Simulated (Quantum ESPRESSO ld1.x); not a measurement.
Problem. In3+, 46 electrons, occupied as [Kr] 4d10. Calculated with ld1.x of Quantum ESPRESSO 7.5: scalar-relativistic Kohn-Sham, PBE, spin-unpolarised, spherical densities, point nucleus. Some entries of the table are withheld. Estimate them.

orbital,occ.,eigenvalue (hartree),<r> (bohr)
1s,2,-1021.06,0.02971
2s,2,-153.806,0.1285
2p,6,(1),0.1122
3s,2,(2),(3)
3p,6,-24.9451,0.3471
3d,10,-16.9911,0.3243
4s,2,(4),0.8479
4p,6,(5),0.9205
4d,10,-1.75983,1.150
5s,0,-1.21503,2.223
5p,0,(6),2.605

Solution. 
(1) 2p eigenvalue (hartree): -138.159
(2) 3s eigenvalue (hartree): -30.0692
(3) 3s <r> (bohr): 0.3486
(4) 4s eigenvalue (hartree): -5.48628
(5) 4p eigenvalue (hartree): -3.95967
(6) 5p eigenvalue (hartree): -0.90671
